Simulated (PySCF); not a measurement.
Ionisation energy of Sb²⁺ by level of theory

Sb²⁺ [Kr] 4d10 5s2 5p1 (2P) → Sb³⁺ [Kr] 4d10 5s2 (1S), as a difference of total energies. All numbers are calculated (PySCF 2.14, scalar relativity through the core potential, in def2-TZVP with the def2 core potential (28 electrons) (6s5p3d2f, 50 functions)). Correlated levels: valence: 4s2 4p6 4d10 frozen. The calculations carry no spin-orbit coupling.

```tsv
method	ionisation energy (eV)
UHF	24.139
MP2 (valence)	24.351
SCS-MP2 (valence)	24.341
CCSD (valence)	24.420
CCSD(T) (valence)	24.437
```

Task: Estimate what BP86 gives.

Result: 24.870 eV, closest to CCSD(T) (valence) among the rows shown.

Task: Estimate what PBE0 gives.

Result: 24.744 eV, closest to CCSD(T) (valence) among the rows shown.

The reference lies between the lowest fine-structure levels, while these numbers refer to the centres of the terms.

Errors of the correlated levels include the incompleteness of this basis and the frozen core.

For comparison: 25.323 eV (measured; NIST Atomic Spectra Database, ionization energies).
